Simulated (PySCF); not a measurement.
Ionisation energy of Bi(2+) by level of theory

Bi(2+) [Xe] 4f14 5d10 6s2 6p1 (2P) → Bi(3+) [Xe] 4f14 5d10 6s2 (1S), as a difference of total energies. Calculation: PySCF 2.14, in x2c-TZVPPall; scalar relativity by spin-free X2C-1e. Correlated levels: valence: [Xe] 4f14 5d10 frozen; valence and next inner shell: [Kr] 4d10 4f14 frozen. The calculations carry no spin-orbit coupling.

```tsv
method	ionisation energy (eV)	plus first-order spin-orbit estimate	error of that sum (eV)
UHF	23.094	24.557	-1.014
LDA	23.964	25.427	-0.144
PBE	23.713	25.176	-0.395
PBE0	23.737	25.200	-0.371
r2SCAN	23.796	25.259	-0.312
MN15	23.898	25.362	-0.209
B2PLYP	23.595	25.058	-0.513
BHandHLYP	23.717	25.180	-0.391
MP2 (valence)	23.278	24.742	-0.829
SCS-MP2 (valence)	23.267	24.730	-0.841
MP2 (valence and next inner shell)	23.500	24.963	-0.608
SCS-MP2 (valence and next inner shell)	23.397	24.861	-0.710
```

Reference: 25.571 eV (measured; NIST Atomic Spectra Database, ionization energies).

A first-order spin-orbit estimate (lowest level to lowest level, LS coupling) adds 1.463 eV.

Errors of the correlated levels include the incompleteness of this basis and the frozen core.
